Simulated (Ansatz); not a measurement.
Isolated molecules relaxed with PBE0-D4/def2-TZVP in Ansatz; ΔE leaves out vibrations. CCSD(T)/CBS adds triple-zeta CCSD(T) − MP2 to the extrapolated MP2 energy (def2 sets, frozen cores). This one scheme is used for every species. Each species was taken in one conformer, which may not be the lowest.

Reaction (β-hydride elimination): `CCB(C)N` → `CBN` + ethylene

| species | CCSD(T)/def2-SVP energy (Eh) |
| --- | --- |
| `CCB(C)N` | -199.26178 |
| `CBN` | -120.91649 |
| `C=C` | -78.29156 |

Task: Work out ΔE.

Result: ΔE = (-120.91649) + (-78.29156) − (-199.26178) = 0.05373 Eh = +141.1 kJ/mol. CCSD(T)/CBS gives +138.6 kJ/mol.

Largest T1 diagnostic among the species: 0.011.

In def2-TZVPP, CCSD(T) changes the Hartree–Fock value by +29.8 kJ/mol (the triples alone add +1.0 kJ/mol) and MP2 by +41.1 kJ/mol. From PBE to PBE0 (25 % exact exchange), in def2-TZVPP and without D4, ΔE moves by +11.5 kJ/mol. The D4 term adds +15.9 kJ/mol with B3LYP and +8.9 kJ/mol with PBE0; it sums over pairs of atoms, weighted by their polarisabilities, and B3LYP, whose exchange is more repulsive, gets the larger term.

B3LYP here is the variant with VWN-RPA as its local correlation; programs differ in this.
